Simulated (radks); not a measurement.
Results of a calculation; reference values are marked as such.
Ionisation of the lithium ion Li+, [He], to Li2+, 1s1, under several functionals. Non-relativistic Kohn-Sham, spin-unpolarised, spherical densities, point nucleus; a radial shooting solver on a logarithmic mesh with Libxc functionals.

| functional | E(Li+) (hartree) | Exc (hartree) | IE (eV) | -e(HOMO) (eV) | <r> HOMO (bohr) | IE error (eV) |
|---|---|---|---|---|---|---|
| B86b exchange with PBE correlation | -7.27256 | -1.67876 | 79.438 | 60.562 | 0.5782 | +3.798 |
| OLYP | -7.28159 | -1.69011 | 79.501 | 60.622 | 0.5782 | +3.861 |
| exchange-only PBE | -7.21268 | -1.61504 | 78.498 | 59.582 | 0.5804 | +2.858 |
| r2SCAN | -7.28162 | -1.69284 | 80.449 | 61.919 | 0.5752 | +4.809 |
| SOGGA | -7.18105 | -1.57769 | 78.366 | 59.654 | 0.5816 | +2.726 |

NIST Atomic Spectra Database: 75.640 eV (theoretical). Closest: SOGGA. The Delta-SCF values span 2.08 eV, the total energies 0.10 hartree. The highest occupied level is 1s. Spin polarisation and multiplet splitting are left out, so open shells lie too high by an amount that depends on their filling.

Beside tabulated values, note that spin-unpolarised runs miss the spin-polarisation part of the exchange energy of open shells.
